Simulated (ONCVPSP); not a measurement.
What the settings do to the ONCV potential of rhodium (Rh)

Base potential:

* Element: rhodium (Rh)
* Generator: ONCVPSP 4.0.1
* Type: optimised norm-conserving Vanderbilt (ONCV)
* Functional: BLYP
* Relativity: scalar-relativistic
* Frozen core: [Ar] 3d10
* Valence charge: 17
* Reference configuration: 4s2 4p6 4d8 5s0.75 5p0.25
* Partial waves: 4s+5s: rc 1.40 bohr, ncon 4, nbas 8, qcut 6.9 1/bohr, 2 projectors; 4p+5p: rc 1.85 bohr, ncon 4, nbas 7, qcut 7.6 1/bohr, 2 projectors; 4d: rc 1.75 bohr, ncon 4, nbas 8, qcut 9.2 1/bohr, 2 projectors, debl 2.5 Ha
* Local potential: polynomial inside 1.10 bohr (lpopt 4, dvloc0 4 Ha)
* Core correction: none

Cutoffs, loose and tight: the cutoffs (Ha) at which the residual kinetic energy of the hardest occupied pseudo-wave falls to 1 and 0.1 mHa per electron. They do not see the model core or the augmentation charge, which bear on the density cutoff. Test errors are all-electron minus pseudo excitation energies from the reference, over the configurations 4s2 4p6 4d8 5s1 5p0; 4s2 4p6 4d8 5s0 5p0; 4s2 4p6 4d7 5s0 5p0; 4s2 4p5 4d8 5s1 5p0. A dash means not determined; rows that change the core or the reference have their own tests. The largest error is taken over the tests solved by every variant that gives reliable tests at all: 4s2 4p5 4d8 5s1 5p0; 4s2 4p6 4d8 5s0 5p0; 4s2 4p6 4d8 5s1 5p0.

| change | outcome | cutoff, loose | cutoff, tight | bound ghosts | GHOST(+) flags above zero | largest test error (meV) |
| --- | --- | --- | --- | --- | --- | --- |
| base | generated | 26 Ha | 73 Ha | none | none | -85 |
| all radii scaled by about 0.78 (s 1.10, p 1.44, d 1.36 bohr); local potential polynomial inside 0.86 bohr (lpopt 4, dvloc0 4 Ha) | generated | 118 Ha | 148 Ha | none | none | -54 |
| all radii scaled by about 0.89 (s 1.24, p 1.64, d 1.56 bohr); local potential polynomial inside 0.98 bohr (lpopt 4, dvloc0 4 Ha) | generated | 56 Ha | 112 Ha | none | none | -71 |
| all radii scaled by about 0.97 (s 1.36, p 1.78, d 1.70 bohr); local potential polynomial inside 1.06 bohr (lpopt 4, dvloc0 4 Ha) | generated | 27 Ha | 85 Ha | none | s | -81 |
| all radii scaled by about 1.04 (s 1.46, p 1.92, d 1.82 bohr); local potential polynomial inside 1.14 bohr (lpopt 4, dvloc0 4 Ha) | generated | 26 Ha | 43 Ha | none | none | -89 |
| all radii scaled by about 1.13 (s 1.58, p 2.10, d 1.98 bohr); local potential polynomial inside 1.24 bohr (lpopt 4, dvloc0 4 Ha) | generated | 25 Ha | 29 Ha | none | none | -89 |

(1) What comes out with this change to the base: all radii scaled by about 1.21 (s 1.70, p 2.24, d 2.12 bohr); local potential polynomial inside 1.34 bohr (lpopt 4, dvloc0 4 Ha)?

(2) What comes out with this change to the base: all radii scaled by about 1.33 (s 1.86, p 2.46, d 2.32 bohr); local potential polynomial inside 1.46 bohr (lpopt 4, dvloc0 4 Ha)?

## Answers

(1) outcome: generated; cutoff, loose: 23 Ha; cutoff, tight: 28 Ha; bound ghosts: none; GHOST(+) flags above zero: none; largest test error (meV): -86.

(2) outcome: generated; cutoff, loose: 21 Ha; cutoff, tight: 24 Ha; bound ghosts: none; GHOST(+) flags above zero: none; largest test error (meV): -90.

Reading the sweep of the scale of all radii (base = 1) (base included, trends over the rows without a ghost): The loose cutoff falls from 118 Ha at 0.78 to 21 Ha at 1.33. A larger radius leaves more room for a smooth pseudo-wave, so fewer plane waves are needed; a smaller one forces it to follow the all-electron wave where it bends sharply.
